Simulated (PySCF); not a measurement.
Si(OSiH3)(Me)3 (C₃H₁₂OSi₂), SMILES C[Si](O[SiH3])(C)C.

Geometry: r2SCAN-D4/def2-SVP. Other conformers were not sampled.

Calculation: PySCF 2.14.0 with TDA-PBE/def2-SVPD.

Vertical excitations. The molecule is in vacuum. State labels are in the subgroup Cs.

```
state  symmetry  energy (eV)  λ (nm)      f                          main pairs
-----  --------  -----------  ------  -----  ----------------------------------
S1           A"         6.19     200  0.012                     HOMO→LUMO 100 %
S2           A'         6.31     197  0.016                    HOMO−1→LUMO 99 %
S3           A"         6.75     184  0.000                    HOMO→LUMO+1 99 %
S4           A'         6.88     180  0.000                  HOMO−1→LUMO+1 99 %
S5           A"         7.17     173  0.000  HOMO−2→LUMO 69 %, HOMO→LUMO+2 31 %
S6           A"         7.20     172  0.027  HOMO→LUMO+2 69 %, HOMO−2→LUMO 31 %
T1           A"         6.02     206      0                      HOMO→LUMO 99 %
T2           A'         6.15     202      0                    HOMO−1→LUMO 99 %
```
Triplets are in the Tamm–Dancoff approximation.
